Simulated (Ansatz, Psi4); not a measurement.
# Exact exchange and the vertical energy of the triplet above the singlet of Ge2H6 (digermane)

Ge2H6: 8 atoms, total charge 0, spin state singlet. SMILES: `[GeH3][GeH3]`. The shape is that of a PBE0-D4/def2-TZVP optimisation.

The vertical energy of the triplet above the singlet y, in eV, basis 6-31G(d); a is the functional's share of exact exchange. Programs: Ansatz 0.2.0, Psi4 1.11.

| functional | program | a | y (eV) |
| --- | --- | --- | --- |
| TPSS | Psi4 | 0 | 6.42 |
| r2SCAN | Psi4 | 0 | 6.42 |
| TPSSh | Psi4 | 0.1 | ? |
| B3LYP | Psi4 | 0.2 | 6.44 |
| PBE0 | Psi4 | 0.25 | 6.49 |
| r2SCAN0 | Ansatz | 0.25 | 6.57 |
| BHLYP | Psi4 | 0.5 | 6.77 |

Question: Fit y = c + s·a to the known rows and predict TPSSh.

Answer: 
1. Means of the 6 rows: a = 0.2000, y = 6.518.
2. Σ(Δa)² = 0.175, Σ(Δa·Δy) = 0.116, so the slope is 0.116/0.175 = 0.66286.
3. Intercept: 6.518 − (0.66286) × 0.2000 = 6.385. The largest residual of the fit is 0.078.
4. TPSSh: 6.385 + (0.66286) × 0.1 = 6.45 eV.

The run gave 6.52 eV, so the prediction is off by -0.07 eV, within the largest residual. The rows mix families of semi-local functionals, which the line can't see.
